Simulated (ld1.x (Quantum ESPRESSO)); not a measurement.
Scattering properties, PAW potential for Al

* Element: Al (Z = 13)
* Generator: ld1.x (Quantum ESPRESSO) 7.5
* Type: PAW
* Functional: PBE
* Relativity: scalar-relativistic
* Frozen core: [He]
* Valence charge: 11
* Reference configuration: 2s2 2p6 3s2 3p1
* Partial waves: 2s (bound): rcut 0.30, rcutus 0.35 bohr; 3s (bound): rcut 0.30, rcutus 0.35 bohr; 2p (bound): rcut 0.90, rcutus 0.95 bohr; 3p (bound): rcut 0.90, rcutus 0.95 bohr
* Local potential: all-electron potential smoothed inside 0.35 bohr (lloc = -1)
* Core correction: a·sin(br)/r model core, default radius (core density twice the valence density)
* Augmentation charge: BG, radius 0.35 bohr

The phase is arctan(r·u′/u) with u = r·R(r), unwrapped; energies in Ry, scanned from -10 to 5 Ry. A pole is an energy at which the radial function vanishes at the test radius. The pseudo phase is shifted by a multiple of π to meet the all-electron one at the reference energy, and phase errors are pseudo minus all-electron; the curves can meet again beyond the range given. Levels narrower than the energy grid can be missing from the lists of poles.

```tsv
channel	radius (bohr)	reference energy (Ry)	poles, all-electron	poles, pseudo	unbroken range about the reference energy with phases within 0.05 rad	phase error 1 Ry above the reference energy (rad)
s	1.05	-0.57	-5.92	-5.92	the whole range	+0.000
p	1.05	-0.20	-3.39	-3.43, 0.60	below 0.5	-3.106
```

Note: ghost state, extra bound levels that the all-electron valence spectrum of the same l lacks: s at -600.1 eV (p not tested). A true bound ghost makes a file unfit for plane-wave use. Its overlap operator is not positive definite in a basis up to 400 Ry (lowest eigenvalue p -0.43), so the file is unfit for use: the generalised eigenproblem breaks down once the basis is large enough, and its test numbers describe a broken file.

Phases in the s channel:

```csv
E (Ry),all-electron,pseudo
-10.00,0.621,0.620
-9.76,0.477,0.476
-9.52,0.288,0.287
-9.28,0.049,0.048
-9.04,-0.228,-0.228
-8.80,-0.506,-0.506
-8.56,-0.748,-0.748
-8.32,-0.941,-0.941
-8.08,-1.087,-1.087
-7.84,-1.199,-1.199
-7.60,-1.285,-1.285
-7.36,-1.352,-1.352
-7.12,-1.407,-1.407
-6.88,-1.451,-1.451
-6.64,-1.488,-1.488
-6.40,-1.520,-1.520
-6.16,-1.547,-1.547
-5.92,-1.571,-1.571
-5.68,-1.592,-1.592
-5.44,-1.611,-1.611
-5.20,-1.628,-1.628
-4.96,-1.644,-1.643
-4.72,-1.658,-1.658
-4.48,-1.671,-1.671
-4.24,-1.683,-1.683
-4.00,-1.695,-1.695
-3.76,-1.706,-1.706
-3.52,-1.717,-1.717
-3.28,-1.727,-1.727
-3.04,-1.736,-1.736
-2.80,-1.746,-1.746
-2.56,-1.755,-1.755
-2.32,-1.764,-1.764
-2.08,-1.773,-1.773
-1.84,-1.782,-1.782
-1.60,-1.790,-1.790
-1.36,-1.799,-1.799
-1.12,-1.807,-1.807
-0.88,-1.816,-1.816
-0.64,-1.825,-1.825
-0.40,-1.833,-1.833
-0.16,-1.842,-1.842
0.08,-1.851,-1.851
0.32,-1.861,-1.861
0.56,-1.870,-1.870
0.80,-1.880,-1.880
1.04,-1.890,-1.890
1.28,-1.900,-1.900
1.52,-1.911,-1.910
1.76,-1.921,-1.921
2.00,-1.933,-1.933
2.24,-1.945,-1.945
2.48,-1.957,-1.957
2.72,-1.970,-1.970
2.96,-1.984,-1.984
3.20,-1.998,-1.998
3.44,-2.014,-2.013
3.68,-2.030,-2.029
3.92,-2.047,-2.046
4.16,-2.065,-2.064
4.40,-2.084,-2.084
4.64,-2.105,-2.104
4.88,-2.127,-2.127
```
